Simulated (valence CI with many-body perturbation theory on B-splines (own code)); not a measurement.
## Bi33+: E2, M1 decay

Level of theory: relativistic CI+MBPT: four valence electrons over a frozen Dirac-Fock core [Kr] 4d10, radial functions for each j: 8 s, 8 p, 9 d, 9 f, 6 g, 3 h, 2 i, with the one-electron correlation potential Σ1, the two-electron term Σ2, the three-electron term Σ3, Breit, model QED; selected CI, second order for the rest, scaled by the run's own slope (own B-spline code, finite nucleus).

No measured spectrum was set against this ion. As an estimate, large intervals hold to a few tenths of a per cent, small ones and those within an open d or f shell to about a per cent. Core correlation moves these levels by up to 5500 cm⁻¹, and in measured spectra 5 to 20 % of such shifts remained as error; rates that hang on mixing are uncertain with them. Only levels of the ground parity were solved; by the run's estimate the other parity begins above the list, which can be wrong where configurations are misplaced.

Lines 1 to 50 of 120 in falling wavelength, among levels below 227410 cm⁻¹, chosen from the decays that carry over 1 % of a level's rate. Wavelengths and rates use the calculated energies. Electric multipoles are in the length gauge, E1 and E2 with the static RPA response of the core. Weak lines are less certain than strong ones. Lines between different terms over intervals too small for the method are left out, as are lines whose strength nearly cancels. Where a level lies close to another of its J and parity, the split of strength between their lines is uncertain.

Levels are named by their leading jj configuration (3d3/2^4 stands for four electrons in 3d with j = 3/2), which in mixed levels can hold well under half, so a name can repeat and another be missing. Letters in brackets count levels of one name in rising energy.

```csv
λ vac (nm),Upper,Lower,Type,A (s⁻¹),Branch %
1235,(4f5/2^3 4f7/2) J=8,(4f5/2^3 4f7/2) J=7,M1,8.51e+00,100.0
1037,(4f5/2^3 4f7/2) J=2 [b],(4f5/2^3 4f7/2) J=3 [a],M1,9.07e+00,1.5
907.2,(4f5/2^2 4f7/2^2) J=0 [a],(4f5/2^2 4f7/2^2) J=1,M1,3.10e+01,2.3
814.3,(4f5/2^3 4f7/2) J=7,(4f5/2^3 4f7/2) J=6 [a],M1,5.91e+01,100.0
780.3,(4f5/2^3 4f7/2) J=3 [a],(4f5/2^3 4f7/2) J=4 [a],M1,4.25e+01,3.5
772.6,(4f5/2^3 4f7/2) J=2 [a],(4f5/2^3 4f7/2) J=1 [a],M1,3.01e+01,2.7
692.3,(4f5/2^2 4f7/2^2) J=0 [a],(4f5/2^3 4f7/2) J=1 [b],M1,4.95e+01,3.6
675.4,(4f5/2^2 4f7/2^2) J=3 [b],(4f5/2^2 4f7/2^2) J=2 [a],M1,2.93e+01,1.5
511.5,(4f5/2^3 4f7/2) J=3 [b],(4f5/2^3 4f7/2) J=4 [a],M1,4.42e+01,1.5
506.3,(4f5/2^3 4f7/2) J=2 [b],(4f5/2^3 4f7/2) J=1 [a],M1,3.73e+01,6.0
433.9,(4f5/2^2 4f7/2^2) J=5 [c],(4f5/2^2 4f7/2^2) J=4 [b],M1,3.81e+02,11.5
416.4,(4f5/2^3 4f7/2) J=6 [a],(4f5/2^3 4f7/2) J=5 [a],M1,6.70e+02,100.0
403.8,(4f5/2^2 4f7/2^2) J=5 [a],(4f5/2^2 4f7/2^2) J=4 [a],M1,3.57e+02,11.9
366.6,(4f5/2^2 4f7/2^2) J=5 [b],(4f5/2^2 4f7/2^2) J=4 [a],M1,6.25e+01,1.5
362.1,(4f5/2^2 4f7/2^2) J=8 [b],(4f5/2^2 4f7/2^2) J=8 [a],M1,2.02e+01,1.1
361.4,(4f5/2^2 4f7/2^2) J=9,(4f5/2^2 4f7/2^2) J=8 [a],M1,2.13e+02,7.5
359.7,(4f5/2^2 4f7/2^2) J=4 [a],(4f5/2^3 4f7/2) J=3 [b],M1,4.55e+02,19.6
343.7,(4f5/2^3 4f7/2) J=4 [a],(4f5/2^3 4f7/2) J=5 [a],M1,1.73e+02,4.9
335.4,(4f5/2^3 4f7/2) J=1 [a],(4f5/2^4) J=2,M1,7.84e+02,100.0
321.6,(4f5/2^3 4f7/2) J=1 [b],(4f5/2^4) J=0,M1,8.62e+02,39.7
289.7,(4f5/2^2 4f7/2^2) J=1,(4f5/2^4) J=0,M1,2.06e+02,5.3
289.6,(4f5/2^2 4f7/2^2) J=4 [a],(4f5/2^3 4f7/2) J=3 [a],M1,5.29e+02,22.8
286.4,(4f5/2^2 4f7/2^2) J=3 [b],(4f5/2^2 4f7/2^2) J=4 [a],M1,1.87e+02,9.7
282.4,(4f5/2^3 4f7/2) J=5 [b],(4f5/2^3 4f7/2) J=4 [a],M1,6.64e+02,42.9
277.4,(4f5/2^2 4f7/2^2) J=8 [b],(4f5/2^2 4f7/2^2) J=7 [a],M1,5.03e+02,28.2
274.5,(4f5/2^2 4f7/2^2) J=5 [b],(4f5/2^2 4f7/2^2) J=6 [a],M1,8.98e+01,2.2
272.5,(4f5/2^2 4f7/2^2) J=5 [a],(4f5/2^3 4f7/2) J=5 [b],M1,5.58e+01,1.9
258.0,(4f5/2^3 4f7/2) J=5 [a],(4f5/2^4) J=4,M1,2.75e+03,100.0
255.9,(4f5/2^3 4f7/2) J=4 [b],(4f5/2^3 4f7/2) J=5 [b],M1,2.80e+02,12.7
255.0,(4f5/2^2 4f7/2^2) J=5 [b],(4f5/2^3 4f7/2) J=5 [b],M1,9.99e+02,24.4
254.0,(4f5/2^4) J=0,(4f5/2^3 4f7/2) J=1 [a],M1,1.10e+00,29.8
250.5,(4f5/2^3 4f7/2) J=3 [a],(4f5/2^4) J=2,M1,5.35e+02,43.5
249.6,(4f5/2^2 4f7/2^2) J=7 [a],(4f5/2^3 4f7/2) J=7,M1,1.18e+03,29.7
247.5,(4f5/2^2 4f7/2^2) J=8 [a],(4f5/2^3 4f7/2) J=8,M1,1.77e+03,64.3
247.0,(4f5/2^3 4f7/2) J=5 [b],(4f5/2^3 4f7/2) J=6 [a],M1,1.66e+02,10.7
245.4,(4f5/2^4) J=2,(4f5/2^4) J=4,E2,3.16e-02,100.0
239.1,(4f5/2^2 4f7/2^2) J=4 [c],(4f5/2^2 4f7/2^2) J=4 [a],M1,2.96e+02,8.4
233.9,(4f5/2^3 4f7/2) J=2 [a],(4f5/2^4) J=2,M1,1.07e+03,97.1
231.0,(4f5/2^2 4f7/2^2) J=6 [a],(4f5/2^3 4f7/2) J=6 [a],M1,6.80e+02,10.3
223.8,(4f5/2^2 4f7/2^2) J=4 [b],(4f5/2^3 4f7/2) J=3 [b],M1,1.70e+03,21.3
222.2,(4f5/2^2 4f7/2^2) J=2 [a],(4f5/2^3 4f7/2) J=2 [b],M1,5.45e+02,8.9
214.3,(4f5/2^3 4f7/2) J=3 [b],(4f5/2^4) J=2,M1,2.48e+03,83.0
214.2,(4f5/2^2 4f7/2^2) J=3 [a],(4f5/2^3 4f7/2) J=2 [b],M1,1.84e+02,3.2
213.7,(4f5/2^3 4f7/2) J=6 [b],(4f5/2^3 4f7/2) J=5 [b],M1,5.38e+02,43.2
211.2,(4f5/2^2 4f7/2^2) J=4 [a],(4f5/2^3 4f7/2) J=4 [a],M1,7.32e+02,31.5
208.7,(4f5/2^2 4f7/2^2) J=2 [a],(4f5/2^3 4f7/2) J=3 [b],M1,8.33e+02,13.7
206.2,(4f5/2^2 4f7/2^2) J=8 [a],(4f5/2^3 4f7/2) J=7,M1,9.75e+02,35.5
201.8,(4f5/2^3 4f7/2) J=2 [b],(4f5/2^4) J=2,M1,5.76e+02,92.3
197.2,(4f5/2^3 4f7/2) J=1 [b],(4f5/2^3 4f7/2) J=2 [b],M1,5.88e+02,27.1
194.5,(4f5/2^2 4f7/2^2) J=4 [b],(4f5/2^3 4f7/2) J=3 [a],M1,8.17e+02,10.2
```
